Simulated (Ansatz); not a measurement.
Reaction (isomerisation): `N[SiH2][SiH2][SeH]` → `N[SiH]([SiH3])[SeH]`

Calculated with Ansatz (gas phase, PBE0-D4/def2-TZVP geometries, no zero-point term in ΔE). CBS: MP2 limit from def2 TZ/QZ plus the TZ coupled-cluster correction, frozen cores. DFT in def2-TZVPP. B3LYP here is the variant with VWN-RPA as its local correlation; programs differ in this. For Se outer-core shells are correlated without core-valence functions, which leaves a few kJ/mol of doubt a bond. Scalar relativity is left out up to krypton. Each species was taken in one conformer, which may not be the lowest.

```json
{"level": "PBE-D4", "ΔE (kJ/mol)": "-5.3", "difference from CCSD(T)/CBS": "-0.4"}
{"level": "r2SCAN-D4", "ΔE (kJ/mol)": "-5.6", "difference from CCSD(T)/CBS": "-0.7"}
{"level": "PBE0-D4", "ΔE (kJ/mol)": "-4.9", "difference from CCSD(T)/CBS": "0.0"}
{"level": "B3LYP-D4", "ΔE (kJ/mol)": "-5.4", "difference from CCSD(T)/CBS": "-0.5"}
{"level": "ωB97X-V", "ΔE (kJ/mol)": "-4.9", "difference from CCSD(T)/CBS": "0.0"}
{"level": "ωB97M-V", "ΔE (kJ/mol)": "-4.9", "difference from CCSD(T)/CBS": "0.0"}
{"level": "B2PLYP", "ΔE (kJ/mol)": "-5.4", "difference from CCSD(T)/CBS": "-0.5"}
{"level": "PBE", "ΔE (kJ/mol)": "-5.5", "difference from CCSD(T)/CBS": "-0.6"}
{"level": "r2SCAN", "ΔE (kJ/mol)": "-5.7", "difference from CCSD(T)/CBS": "-0.8"}
{"level": "PBE0", "ΔE (kJ/mol)": "-5.1", "difference from CCSD(T)/CBS": "-0.2"}
{"level": "B3LYP", "ΔE (kJ/mol)": "-5.6", "difference from CCSD(T)/CBS": "-0.7"}
{"level": "HF/def2-TZVPP", "ΔE (kJ/mol)": "-4.9", "difference from CCSD(T)/CBS": "0.0"}
{"level": "MP2/def2-TZVPP", "ΔE (kJ/mol)": "-5.0", "difference from CCSD(T)/CBS": "-0.1"}
{"level": "SCS-MP2/def2-TZVPP", "ΔE (kJ/mol)": "-4.7", "difference from CCSD(T)/CBS": "0.2"}
{"level": "CCSD/def2-TZVPP", "ΔE (kJ/mol)": "-5.0", "difference from CCSD(T)/CBS": "-0.1"}
{"level": "CCSD(T)/def2-TZVPP", "ΔE (kJ/mol)": "-5.0", "difference from CCSD(T)/CBS": "-0.1"}
{"level": "HF/def2-QZVPP", "ΔE (kJ/mol)": "-5.0", "difference from CCSD(T)/CBS": "-0.1"}
{"level": "MP2/def2-QZVPP", "ΔE (kJ/mol)": "-4.9", "difference from CCSD(T)/CBS": "0.0"}
{"level": "SCS-MP2/def2-QZVPP", "ΔE (kJ/mol)": "-4.7", "difference from CCSD(T)/CBS": "0.2"}
{"level": "HF/CBS(def2)", "ΔE (kJ/mol)": "-5.0", "difference from CCSD(T)/CBS": "-0.1"}
{"level": "MP2/CBS(def2)", "ΔE (kJ/mol)": "-4.8", "difference from CCSD(T)/CBS": "0.1"}
{"level": "CCSD/CBS(def2)", "ΔE (kJ/mol)": "-4.9", "difference from CCSD(T)/CBS": "0.0"}
{"level": "CCSD(T)/CBS", "ΔE (kJ/mol)": "-4.9", "difference from CCSD(T)/CBS": "0"}
```

Largest T1 diagnostic among the species: 0.011.
